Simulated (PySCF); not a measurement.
# Highest orbital energy against ionisation energy along the 5p block

Calculated with PySCF 2.14, no spin-orbit coupling. Each cell gives −ε(HOMO) / ΔSCF in eV; NIST values include spin-orbit coupling, (s) semi-empirical, (t) theoretical.

```tsv
species	UHF	LDA	PBE	PBE0	r2SCAN	NIST (lowest levels)
In(2+) (x2c-QZVPPall, spin-free X2C)	26.780 / 26.627	24.536 / 28.971	24.141 / 28.565	24.973 / 28.208	24.355 / 28.228	28.044
Sn(2+) (x2c-QZVPPall, spin-free X2C)	28.779 / 28.522	26.523 / 31.166	26.083 / 30.689	26.990 / 30.342	26.244 / 30.305	30.506
Sb(2+) (x2c-QZVPPall, spin-free X2C)	24.448 / 24.149	20.607 / 24.958	20.510 / 24.726	21.670 / 24.760	20.882 / 24.873	25.323
Te(2+) (x2c-QZVPPall, spin-free X2C)	27.348 / 26.963	23.080 / 27.734	22.987 / 27.502	24.271 / 27.569	23.413 / 27.685	27.84 ± 0.04
I(2+) (x2c-QZVPPall, spin-free X2C)	30.327 / 29.861	25.566 / 30.506	25.488 / 30.292	26.912 / 30.408	26.003 / 30.561	29.57 ± 0.025
Xe(2+) (x2c-QZVPPall, spin-free X2C)	30.067 / 29.380	25.935 / 30.867	25.745 / 30.509	27.099 / 30.528	26.074 / 30.523	31.05 ± 0.04 (s)
```

Task: How far is −ε(HOMO) from ΔSCF on average for each method, and why?

Result: UHF 0.37 eV; LDA -4.66 eV; PBE -4.55 eV; PBE0 -3.32 eV; r2SCAN -4.20 eV. Hartree-Fock orbital energies lack relaxation and so exceed the ΔSCF value; semilocal functionals have convex E(N) from self-interaction, so their HOMO lies far too high; exact exchange moves hybrids part of the way back.
